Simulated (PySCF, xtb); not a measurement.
H8OSi3, SMILES O[SiH]([SiH3])[SiH3]. Other conformers were not sampled.

Harmonic wavenumbers (cm⁻¹) from GFN2-xTB run with xtb at its own minimum, in rising order: 40, 41, 96, 171, 172, 246, 379, 395, 415, 440, 456, 504, 605, 675, 766, 778, 803, 810, 821, 826, 830, 854, 2167, 2179, 2194, 2222, 2224, 2232, 2241, 3693.

Q: What does PBE0-D3(BJ)/def2-SVP run with PySCF give at its own minimum? (An estimate is asked for; the answer gives what the named calculation found.)

A: 85, 92, 106, 148, 155, 229, 373, 408, 426, 517, 520, 549, 718, 766, 836, 858, 890, 892, 926, 931, 931, 938, 2207, 2211, 2218, 2219, 2228, 2229, 2237, 3926. Paired by order, the mean absolute difference is 55 cm⁻¹ and the zero-point energies are 43.3 and 45.4 kcal/mol.
